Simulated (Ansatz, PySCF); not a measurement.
Process, species as SMILES: C[Si](C)(Cl)Cl → [CH3] (CH3) + C[Si](Cl)Cl (the C-Si bond at the site shown breaks; other sites are not compared here)
Structures are relaxed separately at B3LYP-D3(BJ)/def2-TZVP in Ansatz (an electronic-structure program). Frequencies are from Ansatz or PySCF.

Property: bond dissociation energy (0 K, with B3LYP-D3(BJ) harmonic zero-point energies), in eV. Correlated levels leave the core frozen unless marked. Open shells are spin-unrestricted. No spin-orbit coupling. Non-relativistic. CBS marks a two-point X^-3 extrapolation of the correlation energy; Hartree-Fock from the larger set. [CCSD(T)-MP2]/basis is that difference in the basis named.

RI-MP2/CBS(cc-pV(T+d)Z,cc-pV(Q+d)Z)+[CCSD(T)-MP2]/cc-pV(T+d)Z (Ansatz) gives 4.05 eV.

### Question
Another calculation gave 3.66 eV. Which level was it?
(A) r2SCAN0/def2-TZVPD (Ansatz)
(B) B97M-V/def2-TZVPD (Ansatz)
(C) HSE06/def2-TZVPD (Ansatz)
(D) revPBE/def2-TZVPD (Ansatz)

### Answer
A, r2SCAN0/def2-TZVPD (Ansatz). The others give 3.78 (HSE06), 3.95 (B97M-V), 3.48 (revPBE) eV.
